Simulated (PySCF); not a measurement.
C12H11BO.
SMILES with atom numbers: `[OH:1][B:2]([c:3]1[cH:4][cH:5][cH:6][cH:7][cH:8]1)[c:9]1[cH:10][cH:11][cH:12][cH:13][cH:14]1` (hydrogens: H15 on O1; H16 on C4; H17 on C5; H18 on C6; H19 on C7; H20 on C8; H21 on C10; H22 on C11; H23 on C12; H24 on C13; H25 on C14)

Method used: PBE0-D3(BJ)/def2-SVP geometry optimisation, gas phase in PySCF.

What internal coordinates does the optimisation give?

| bond | length (bohr) | order |
| --- | --- | --- |
| O1–B2 | 2.573 | single |
| B2–C3 | 2.975 | single |
| C3–C4 and 3 like bonds | 2.656 | aromatic |
| C4–C5 and 3 like bonds | 2.632 | aromatic |
| C5–C6 and 3 like bonds | 2.636 | aromatic |
| B2–C9 | 2.958 | single |
| O1–H15 | 1.820 | single |
| C4–H16 and 3 like bonds | 2.067 | single |
| C5–H17 and 3 like bonds | 2.065 | single |
| C6–H18, C12–H23 | 2.065 | single |

Bonds in one row agree within 0.02 bohr and their mean is given. Orders are formal, as drawn. A selection of angles:
| angle | degrees |
| --- | --- |
| B2–O1–H15 | 112.3 |
| O1–B2–C3 | 119.5 |
| O1–B2–C9 | 116.5 |
| C3–B2–C9 | 124.0 |
| B2–C3–C4 | 120.5 |
| C4–C3–C8 | 117.6 |
| C3–C4–C5 | 121.5 |
| C3–C4–H16 | 119.7 |
| C5–C4–H16 | 118.8 |
| C4–C5–C6 | 119.8 |
| C4–C5–H17 | 120.1 |
| C6–C5–H17 | 120.1 |
| C5–C6–C7 | 119.8 |
| C5–C6–H18 | 120.1 |
| B2–C9–C14 | 119.9 |

Torsions: O1–B2–C3–C4 37° (synclinal); O1–B2–C9–C10 -160° (antiperiplanar); H15–O1–B2–C3 4° (synperiplanar). The mirror-image conformer, all signs reversed, is as good.

The 6-membered ring C3–C4–C5–C6–C7–C8 has internal angles of 117.6° to 121.5°; it is planar, 0.00 Å rms from its mean plane, widest ring torsion 1°. Of the pairs four or more bonds apart, C4···H15 is among the closest relative to their van der Waals radii: 2.67 Å, 92 % of the sum of Bondi's values. The 6-membered ring C9–C10–C11–C12–C13–C14 has internal angles of 117.9° to 121.3° (sum 720°, against 720° for a flat polygon); it is planar, 0.00 Å rms from its mean plane, widest ring torsion 1°. B2 (three-coordinate boron) is planar (angles 124.0°, 119.5° and 116.5°, sum 360.0°, 0.00 Å off the plane of its three neighbours).

Point group: C1 (no symmetry element, even within 0.4 Å). Whether it is a minimum is left open (no frequencies). One conformer, not necessarily the lowest (H–O1–B2–C3 4°, O1–B2–C3–C4 37°, O1–B2–C9–C10 -160°).

On 2 threads, Intel Xeon 6975P-C (x86_64) (shared host), this took 2.5 min wall, 5.9 min CPU and 1.6 GiB of memory at its peak. That covers the optimisation of the geometry.
